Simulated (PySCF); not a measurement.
SMILES COC(=[OH+])OC (charge +1) (PBE0/def2-SVP optimised geometry):

```
13

C      2.319    -1.016     0.002
O      0.887    -0.853     0.000
C      0.326     0.292     0.000
O      0.955     1.420     0.000
O     -0.937     0.292     0.000
C     -1.705     1.524     0.000
H      2.747    -0.582     0.917
H      2.485    -2.098     0.002
H      2.749    -0.582    -0.914
H      1.925     1.354    -0.001
H     -1.472     2.097     0.906
H     -1.471     2.098    -0.905
H     -2.749     1.197    -0.001
```

Calculation: PBE0/def2-TZVP in PySCF.

Task: What are the frontier orbital energies?

Result: HOMO-2 -15.93 eV, HOMO-1 -15.66 eV, HOMO -14.73 eV, LUMO -5.68 eV, LUMO+1 -4.46 eV.

On the same geometry PBE/def2-TZVP (PySCF) gives HOMO-2 -14.29 eV, HOMO-1 -14.01 eV, HOMO -13.19 eV, LUMO -6.81 eV, LUMO+1 -5.42 eV.

Meta-Löwdin charges at PBE0/def2-TZVP: C1 -0.15, O2 -0.23, C3 0.73, O4 -0.37, O5 -0.22, C6 -0.13, H7 0.15, H8 0.19, H9 0.15, H10 0.40, H11 0.16, H12 0.16, H13 0.18.
